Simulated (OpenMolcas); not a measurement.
## Ti, Zr, Hf: d2 s2 down the group

```json
{
  "Program": "OpenMolcas 26.06",
  "Method": "CASSCF",
  "Basis": "ANO-R2",
  "Scalar Hamiltonian": "X2C, finite nucleus",
  "Spin-orbit coupling": "state interaction with AMFI integrals over the reference wave functions, term energies averaged over their components"
}
```

Active space for each ion: 2 electrons in 5 orbitals (d).

Computed levels in cm-1 above 3F2:

```tsv
Level	Ti	Zr	Hf
3F3	176	586	2606
3F4	406	1307	5236
1D2	10567	8203	9378
3P0	12704	9263	9520
3P1	12765	9484	10814
3P2	12892	10014	13605
1G4	16253	12401	14205
1S0	39210	29460	30072
weight of 3F in the lowest level (%)	100	100	95
```

Mixed levels, with the weight of the term that names them: Hf 1D2 (64 %), Hf 3P2 (68 %).

Measured, with the error of the calculation in %. Measured levels: Ti, Zr, Hf from NIST Handbook of Basic Atomic Spectroscopic Data.

```tsv
Level	Ti	Zr	Hf
3F3	170 (+3.5)	570 (+2.8)	2357 (+10.6)
3F4	387 (+5.0)	1241 (+5.3)	4568 (+14.6)
1D2	7255 (+45.6)		5639 (+66.3)
3P0	8437 (+50.6)	4197 (+120.7)	5522 (+72.4)
3P1	8492 (+50.3)	4376 (+116.7)	6573 (+64.5)
3P2	8602 (+49.9)		8984 (+51.4)
1G4	12118 (+34.1)	8057 (+53.9)	10533 (+34.9)
1S0			20328 (+47.9)
```

The fine-structure level 3F4 changes by a factor of 12.9 from Ti to Hf.

Without spin-orbit coupling 1D lies 10342, 7560, 6958 cm-1 above 3F in that order; the difference to the level 1D2, of either sign, comes from spin-orbit coupling, which also lowers the zero.

Without dynamic correlation excited terms often stand tens of per cent too high (terms of higher spin than the ground term too low), and those without a measured partner can miss by more than the paired ones. With the s shell closed, the reference lacks s² → p², s² → d² and s → d mixing, so excited terms can stand far too high and out of order, with CASPT2 too. Measured partners are found by configuration, term and J. A level has none where our copy of the source lacks it or the pairing is in doubt (some pairs that miss far off the trend of their configuration count as doubtful), and it then counts in no deviation. Only configurations of the active space appear.
